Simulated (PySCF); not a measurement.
A structure optimised at r2SCAN-D4/def2-SVP, used in a PySCF frequency run:

```xyz
8

Sn    -0.3366    -0.2662     0.0000
C      0.7843    -2.0835     0.0000
Cl     0.3303     0.9782     1.8875
Cl     0.3303     0.9782    -1.8875
H     -2.0447    -0.2950     0.0000
H      0.5417    -2.6641     0.9010
H      0.5417    -2.6641    -0.9010
H      1.8519    -1.8245     0.0000
```
Charge 0, spin multiplicity 1.

Question: Write its SMILES, formula and point group.

Answer: [CH3][SnH]([Cl])[Cl], CH4Cl2Sn, Cs

Question: What are its rotational constants (standard atomic weights)?

Answer: 2.7667, 1.7412, 1.2606 GHz
